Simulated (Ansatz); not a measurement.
One change: `[NH2][Mo]([F])(=[S])=[S]` becomes `[F][Mo](=[S])(=[S])[Cl]`.

Ansatz, PBE0-D4/def2-TZVP geometries, multiplicity 1. Each molecule was computed in one conformer, which needn't be the lowest.

Elements past krypton have def2 core potentials.

```csv
property,`[NH2][Mo]([F])(=[S])=[S]`
HOMO energy (PBE/def2-TZVPP) / eV,-6.32
LUMO energy (PBE0/def2-TZVPP) / eV,-3.27
HOMO–LUMO gap (B3LYP/def2-TZVPP) / eV,3.78
size of the dipole moment (ωB97M-V/def2-TZVPP) / D,3.38
HOMO energy (B3LYP/def2-TZVPP) / eV,-7.20
zero-point energy (PBE0-D4/def2-TZVP) / kJ/mol,83.5
```

(1) What does the change do to each property? (Best estimate.)

## Answers

(1) The calculation gave: 
```csv
property,`[F][Mo](=[S])(=[S])[Cl]`,shift
HOMO energy (PBE/def2-TZVPP) / eV,-6.70,-0.38
LUMO energy (PBE0/def2-TZVPP) / eV,-3.83,-0.56
HOMO–LUMO gap (B3LYP/def2-TZVPP) / eV,3.59,-0.19
size of the dipole moment (ωB97M-V/def2-TZVPP) / D,0.38,-3.00
HOMO energy (B3LYP/def2-TZVPP) / eV,-7.58,-0.38
zero-point energy (PBE0-D4/def2-TZVP) / kJ/mol,19.3,-64.2
```

With PBE0 the HOMO falls by 0.38 eV and the LUMO falls by 0.56 eV, so the gap narrows by about 0.18 eV. PBE moves the HOMO by -0.38 eV and ωB97M-V by -0.36 eV. The zero-point energy changes by -64.2 kJ/mol with -6 modes. Dipoles are sizes alone; their direction can turn.

B3LYP here is the variant with VWN-RPA as its local correlation; programs differ in this.
